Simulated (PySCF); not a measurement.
An unknown gives this computed stick spectrum. Level of theory: TDDFT CAM-B3LYP/def2-SVPD, vertical, gas phase, core orbitals frozen in the response (PySCF). Geometries: GFN2-xTB, one conformer each.

| state | E (eV) | f |
| --- | --- | --- |
| S1 | 9.55 | 0.0005 |
| S2 | 9.73 | 0.060 |
| S3 | 9.94 | 0.0000 |
| S4 | 10.58 | 0.115 |
| S5 | 11.24 | 0.0000 |
| S6 | 11.47 | 0.0000 |
| S7 | 11.60 | 0.011 |
| S8 | 11.70 | 0.019 |

Triplets computed (Tamm–Dancoff): 9.05, 9.26, 9.68 eV.

**Question.** Which structure fits?
A. `CCSC(F)(F)F`
B. `C[C@]12C=C[C@H]1C=C2`
C. `FC(F)C(F)F`

**Answer.** C. Its S1, at 9.55 eV, is the highest among the candidates; the nearest of the others has S1 at 5.50 eV. S1 is HOMO→LUMO+2 (88%), HOMO→LUMO+8 (10%). Löwdin shares by element: HOMO carbon 36%, fluorine 26% or more (atoms not listed hold the other 38%); LUMO carbon 48%, hydrogen 20% (atoms not listed hold the other 32%). At the same level the other candidates give, for their lowest levels:
- `C[C@]12C=C[C@H]1C=C2`: 5.49 eV (f 0.000); 5.87 eV (f 0.022); 6.84 eV (f 0.009); 7.00 eV (f 0.006); 7.06 eV (f 0.022); T1 3.83 eV; HOMO -8.18, LUMO 0.68 eV
- `CCSC(F)(F)F`: 5.50 eV (f 0.000); 7.22 eV (f 0.044); 7.44 eV (f 0.006); 8.09 eV (f 0.043); 8.18 eV (f 0.009); T1 4.95 eV; HOMO -8.90, LUMO 0.72 eV

Shape of the structure used: `[F:1][CH:2]([F:3])[CH:4]([F:5])[F:6]`: F1–C2–C4–F5 180°.
